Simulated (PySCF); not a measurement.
Dipole response of Hg⁺ (mercury, charge +1)

[Xe] 4f14 5d10 6s1, 2S determinant. Calculation: PySCF 2.14, in ANO-RCC-VTZP (8s7p5d3f1g, 84 functions); the spin-free X2C one-electron Hamiltonian (Gaussian nucleus). Coupled (time-dependent) response in atomic units; α is the mean over directions. The basis has no added diffuse functions, which lowers α and C₆.

| method | mean α (bohr³) | C₆ (like pair) | S(−4) |
| --- | --- | --- | --- |
| PBE0 | 18.85 | 136.6 | 153.3 |

S(−4) is the Cauchy moment in α(ω) = α(0) + S(−4) ω² + …

α(iu) at PBE0:

```csv
u (hartree),α(iu) (bohr³)
0,18.85
0.0500,18.48
0.100,17.49
0.200,14.74
0.300,12.19
0.500,8.798
0.750,6.510
1.00,5.157
1.50,3.535
2.00,2.564
3.00,1.498
5.00,0.6774
```

A single London oscillator, α(iu) = α/(1 + u²/ω²), gives C₆ = (3/4) ω α². Matching the computed C₆ needs ω = 4 × 136.6 / (3 × 18.85²) = 0.513 hartree.

For an ion, C₆ is the dispersion term alone; charge-induced terms of lower order in 1/R come first.

Spin-orbit coupling, which splits the p, d and f shells strongly at this Z, is absent.
